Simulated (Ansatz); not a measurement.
Cost and result for the atomization energy of CH8BFSi2, SMILES `BC(F)[SiH2][SiH3]` (13 atoms, 12 bonds).

```xyz
13

B     0.497   -1.722    0.926
C     0.001   -1.439   -0.477
F     0.565   -2.147   -1.527
Si    0.681    0.402   -0.498
Si   -1.000    1.919    0.080
H    -0.073   -1.168    1.824
H     1.481   -2.364    1.126
H    -1.076   -1.347   -0.645
H     1.200    0.609   -1.874
H     1.823    0.526    0.454
H    -2.148    1.772   -0.855
H    -0.485    3.311    0.001
H    -1.468    1.648    1.465
```

Charge 0, multiplicity 1. All single points use the PBE0-D4/def2-TZVP geometry. It is one conformer, not always the lowest. Program: Ansatz. All runs use 4 threads of an Intel Xeon Platinum 8488C on a shared host. Times are those of one run each, without the atoms' runs, and a repeat can differ threefold. Electronic energies, without spin–orbit coupling; frozen cores. CCSD(T)/CBS adds CCSD(T) − MP2 in def2-TZVPP to the MP2 limit, and its time is that of the two runs behind it. T1 = 0.014. B3LYP takes the VWN-RPA correlation (the form of Gaussian; ORCA's B3LYP/G).

CCSD(T)/CBS is a level of theory with its own doubt, some kJ/mol a heavy atom from the limit and from the frozen cores, so smaller differences don't rank the functionals.

```tsv
level	functions	wall time
PBE-D4/def2-TZVPP (with forces)	289	2.3 s
PBE0-D4/def2-TZVPP	289	2.6 s
r2SCAN-D4/def2-TZVPP (with forces)	289	3.6 s
B3LYP-D4/def2-TZVPP (with forces)	289	4.4 s
B2PLYP/def2-TZVPP	289	5.5 s
ωB97X-V/def2-TZVPP	289	6 s
ωB97M-V/def2-TZVPP (with forces)	289	8.5 s
MP2/def2-QZVPP	551	22 s
CCSD(T)/def2-TZVPP	289	2.2 min
CCSD(T)/CBS(def2)	–	2.5 min
```

What atomization energy does each give, and how far from CCSD(T)/CBS? (Best estimate.)

The calculation gave: 
```json
{"level": "PBE-D4/def2-TZVPP (with forces)", "atomization (kcal/mol)": "1020.2", "difference from CCSD(T)/CBS": "9.1", "per bond": "0.8"}
{"level": "PBE0-D4/def2-TZVPP", "atomization (kcal/mol)": "1010.5", "difference from CCSD(T)/CBS": "-0.6", "per bond": "0.0"}
{"level": "r2SCAN-D4/def2-TZVPP (with forces)", "atomization (kcal/mol)": "1017.9", "difference from CCSD(T)/CBS": "6.8", "per bond": "0.6"}
{"level": "B3LYP-D4/def2-TZVPP (with forces)", "atomization (kcal/mol)": "1014.8", "difference from CCSD(T)/CBS": "3.7", "per bond": "0.3"}
{"level": "B2PLYP/def2-TZVPP", "atomization (kcal/mol)": "1000.4", "difference from CCSD(T)/CBS": "-10.7", "per bond": "-0.9"}
{"level": "ωB97X-V/def2-TZVPP", "atomization (kcal/mol)": "1020.4", "difference from CCSD(T)/CBS": "9.3", "per bond": "0.8"}
{"level": "ωB97M-V/def2-TZVPP (with forces)", "atomization (kcal/mol)": "1016.1", "difference from CCSD(T)/CBS": "5.0", "per bond": "0.4"}
{"level": "MP2/def2-QZVPP", "atomization (kcal/mol)": "1005.1", "difference from CCSD(T)/CBS": "-6.0", "per bond": "-0.5"}
{"level": "CCSD(T)/def2-TZVPP", "atomization (kcal/mol)": "987.0", "difference from CCSD(T)/CBS": "-24.1", "per bond": "-2.0"}
{"level": "CCSD(T)/CBS(def2)", "atomization (kcal/mol)": "1011.1", "difference from CCSD(T)/CBS": "0.0", "per bond": "0.0"}
```

From PBE to PBE0 (25 % exact exchange), in def2-TZVPP and without D4, the atomization energy moves by −8.7 kcal/mol: exact exchange takes away binding that semilocal exchange gives to molecules. In def2-TZVPP, CCSD(T) changes the Hartree–Fock value by +219.4 kcal/mol (the triples alone add +11.3 kcal/mol) and MP2 by +223.2 kcal/mol; breaking electron pairs costs correlation energy, which Hartree–Fock lacks. The D4 term adds +10.8 kcal/mol with B3LYP and +5.7 kcal/mol with PBE0; it sums over pairs of atoms, weighted by their polarisabilities, and B3LYP, whose exchange is more repulsive, gets the larger term.
